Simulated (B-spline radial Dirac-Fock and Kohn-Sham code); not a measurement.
## Dipole and non-dipole photoemission parameters of Fe²⁺ 2s

System: Fe²⁺ in the configuration [Ar] 3d6; threshold 861.8 eV (orbital energy of the model). Calculated with an atomic code on a B-spline grid, using Dirac-Hartree-Slater photoionisation with a Latter tail; cross sections with all multipoles, angular parameters from the dipole term and its interference with E2.

The run's input, task.json:

```json
{"items": [{
  "Z": 26,
  "q": 2,
  "cfg": [[1, 0, 2], [2, 0, 2], [2, 1, 6], [3, 0, 2], [3, 1, 6], [3, 2, 6]],
  "A": 56,
  "rrms": 3.7377,
  "do": "xps",
  "hv": [55.9, 71.9, 77.3, 80, 148.0, 150, 288.0, 298.0, 501.0, 575.0, 600, 673.0, 829.0, 903.0, 1130.0, 1240.0, 1253.6, 1486.9, 1720.0, 1910.0, 2030.0, 2120.0, 2290.0, 2790.0, 4000, 4580.0, 5414.7, 6050.0, 8047.8, 12300.0]
}]}
```

Launch: `python xray2_run.py task.json out`

For linearly polarised light dσ/dΩ = σ/(4π) [1 + β P₂(cos θ) + (δ + γ cos²θ) sin θ cos φ], with θ from the polarisation vector and φ the angle between the beam and the projection of the electron momentum on the plane normal to the polarisation.

```csv
hν (eV),σ (kb),β,γ
903,137,1.999,0.699
1130,97.5,1.999,0.160
1240,84.1,1.999,0.054
1253.6,82.6,1.999,0.045
1486.9,62.2,1.999,-0.046
1720,?,?,?
1910,39.7,2.000,-0.041
2030,35.5,2.000,-0.023
2120,32.7,2.000,-0.007
2290,28.1,2.000,0.027
2790,19.0,2.000,0.146
4000,8.86,1.999,0.443
4580,6.56,1.999,0.578
5414.7,4.48,1.999,0.760
6050,3.46,1.999,0.887
8047.8,1.75,1.999,1.244
12300,0.600,1.999,1.861
```

Task: Give the values at 1720 eV.

Result: σ = 48.1 kb, β = 2.000, γ = -0.058. For an s subshell δ is negligible.
